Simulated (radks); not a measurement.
Results of a calculation; reference values are marked as such.
Task: Valence configurations of the silver ion Ag+ (all share [Kr]). Level of theory: Dirac Kohn-Sham, PBEsol, spin-unpolarised, spherical densities, point nucleus; open shells fill j = l - 1/2 first (a radial shooting solver on a logarithmic mesh with Libxc functionals). Order these by energy: 4d9 5s0.5 5p0.5; 4d9.5 5p0.5; 4d9.5 5s0.5; 4d9 5p1; 4d10; 4d9 5s1.

Result: From the lowest, in eV above it: 4d10 0.000; 4d9.5 5s0.5 2.335; 4d9.5 5p0.5 4.892; 4d9 5s1 5.176; 4d9 5s0.5 5p0.5 7.852; 4d9 5p1 10.557. NIST lists [Kr] 4d10 as the ground configuration; this level of theory agrees among the configurations tried. The energies are those of spherical spin-averaged densities, not of single terms.
